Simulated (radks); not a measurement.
The numbers below are computed, except where a source is named.
The tin ion Sn2+ inside a hard spherical wall (all orbitals vanish at R), configuration held at [Kr] 4d10 5s2 and not refilled when levels cross. Code: a radial shooting solver on a logarithmic mesh with Libxc functionals. Model: scalar-relativistic Kohn-Sham, LDA (Slater exchange, Perdew-Wang correlation), spin-polarised, spherical densities, finite nucleus; Fermi nuclear charge, rms radius 4.6519 fm. Eigenvalues in eV for spin up, with the zero of energy where the potential of the charges vanishes at infinity; a dash marks a level that is unbound or too diffuse for the functional's potential to be trusted. A positive occupied level is held by the wall or, in an anion where self-interaction has pushed it up, behind a barrier. The pressure on the wall is -dE/dV.

R (bohr)  E (hartree)  kinetic (hartree)    e(4s)    e(4p)    e(4d)    e(5s)  e(5p, empty)  e(6s, empty)  pressure (GPa)
free      -6170.92189           6440.929  -151.24  -107.15  -43.392  -26.529       -18.128        -8.883               0
15        -6170.92189           6440.929  -151.24  -107.15  -43.392  -26.529       -18.128        -8.883        < 0.0001
10        -6170.92189           6440.929  -151.24  -107.15  -43.392  -26.529       -18.127        -8.800        < 0.0001
8         -6170.92188           6440.929  -151.24  -107.15  -43.391  -26.528       -18.123        -8.294         0.00119
7         -6170.92175           6440.931  -151.23  -107.14  -43.385  -26.522       -18.100        -7.391          0.0160
4         -6170.82791           6441.603  -149.80  -105.73  -42.036  -24.467       -14.437        16.411            27.6
3         -6170.19884           6444.874  -145.07  -101.12  -37.579  -15.087        -1.300        65.869             399
2         -6163.31664           6474.405  -120.26  -76.691  -11.086   51.944        78.264        276.84           11900
1.5       -6138.08074           6566.920  -68.078  -21.395   52.622   224.03        263.09        675.30          109000
